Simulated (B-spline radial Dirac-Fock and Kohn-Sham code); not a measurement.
**S 3p3/2: cross section and angular parameters**

System: the S atom, [Ne] 3s2 3p4; threshold 9.70 eV (orbital energy of the model). The computed values come from a radial atomic solver: Dirac-Hartree-Slater photoionisation with a Latter tail; cross sections with all multipoles, angular parameters from the dipole term and its interference with E2.

For linearly polarised light dσ/dΩ = σ/(4π) [1 + β P₂(cos θ) + (δ + γ cos²θ) sin θ cos φ], with θ from the polarisation vector and φ the angle between the beam and the projection of the electron momentum on the plane normal to the polarisation.

```tsv
hν (eV)	σ (kb)	β	γ	δ
60	489	1.009	0.003	-0.008
64.4	486	1.109	-0.006	-0.006
80	432	1.330	-0.020	-0.002
85.5	?	?	?	?
107	313	1.499	-0.019	0.001
164	161	1.605	0.015	0.005
200	110	1.619	0.041	0.006
230	83.1	1.619	0.062	0.007
257	66.0	1.614	0.082	0.008
284	53.3	1.606	0.101	0.008
300	47.2	1.600	0.112	0.009
326	39.2	1.590	0.130	0.010
367	29.8	1.572	0.157	0.011
400	24.4	1.556	0.178	0.012
501	14.1	1.507	0.236	0.015
601	8.85	1.458	0.288	0.018
914	2.83	1.318	0.416	0.029
1000	2.19	1.284	0.445	0.032
1160	1.42	1.224	0.493	0.039
1220	1.22	1.203	0.509	0.041
3190	0.0577	0.765	0.792	0.117
4230	0.0220	0.640	0.864	0.152
5840	0.00707	0.508	0.946	0.202
6000	0.00642	0.498	0.953	0.206
8110	0.00215	0.387	1.027	0.263
9020	0.00145	0.351	1.052	0.285
12000	0.000497	0.263	1.119	0.351
```

Task: Give the values at 85.5 eV.

Result: σ = 406 kb, β = 1.379, γ = -0.022, δ = -0.001.
